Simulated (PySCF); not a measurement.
C3H4BrF. Atoms are numbered in the order given.

```xyz
9

C      1.3789     1.6806     0.0000
C     -0.0902     1.4497     0.0000
F     -0.8121     2.5960     0.0000
C     -0.7815     0.2922     0.0000
Br     0.0248    -1.4129     0.0000
H      1.6731     2.2705     0.8932
H      1.9307     0.7239     0.0000
H      1.6731     2.2705    -0.8932
H     -1.8798     0.2886     0.0000
```
Charge 0, spin multiplicity 1.

Coordinates come from a PBE-D3(BJ)/def2-SVP optimisation.

Computed with PBE-D3(BJ)/def2-SVP (PySCF 2.14.0).

Frequencies are harmonic and unscaled.

Computed harmonic wavenumbers and intensities:
| mode | ν (cm⁻¹) | IR (km/mol) | moving atoms (share of kinetic energy) |
|---|---|---|---|
| 1 | 143 | 0.3 | H 94 % |
| 2 | 188 | 1.1 | C 60 %, Br 21 %, H 18 % |
| 3 | 227 | 0.4 | C 58 %, F 25 %, H 13 % |
| 4 | 357 | 2.2 | F 53 %, Br 24 %, C 21 % |
| 5 | 428 | 2.7 | C 38 %, F 32 %, H 27 % |
| 6 | 447 | 3.6 | C 58 %, H 38 % |
| 7 | 734 | 17.6 | C 80 %, H 13 % |
| 8 | 760 | 42.9 | H 71 %, C 28 % |
| 9 | 886 | 45.2 | C 50 %, H 26 %, F 23 % |
| 10 | 978 | 9.6 | H 62 %, C 34 % |
| 11 | 1011 | 1.1 | H 63 %, C 37 % |
| 12 | 1132 | 105.9 | H 60 %, C 29 %, F 10 % |
| 13 | 1263 | 23.1 | H 47 %, C 47 % |
| 14 | 1355 | 39.0 | H 55 %, C 43 % |
| 15 | 1391 | 3.9 | H 94 % |
| 16 | 1394 | 7.8 | H 97 % |
| 17 | 1683 | 46.3 | C 95 % |
| 18 | 2975 | 10.3 | H 97 % |
| 19 | 3049 | 3.7 | H 91 %, C 9 % |
| 20 | 3108 | 0.9 | H 91 %, C 9 % |
| 21 | 3164 | 9.8 | H 91 %, C 9 % |
